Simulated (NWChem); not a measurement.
System: SiHOBrCl2; SMILES [Si](Br)(Cl)(O)Cl

```xyz
6

O      0.1037    -0.7584    -1.9167
Si     0.0085    -0.4841    -0.3066
Cl    -1.7049    -1.2826     0.4794
Cl     1.6287    -1.3846     0.5280
Br     0.0268     1.6739     0.1423
H     -0.5894    -0.3976    -2.4798
```
Atoms are numbered in this order, from 1.

Program: NWChem. The geometry was optimised at PBE0/def2-SVP. Level SCAN/def2-SVP: energy and gradient on several grids; changes count from the extra-fine grid, which is no exact limit either.

Q: Which is the coarsest grid (coarse; xfine; fine; xcoarse; medium) from which on the energy stays within 100 μHa and each gradient component within 200 μHa/bohr of xfine?

A: fine.
| grid | size of the energy change (μHa) | largest change of a gradient component (μHa/bohr) |
|---|---|---|
| xcoarse | 3000 | 3000 |
| coarse | 500 | 1000 |
| medium | 5000 | 400 |
| fine | 20 | 60 |
| xfine | < 10 | < 30 |
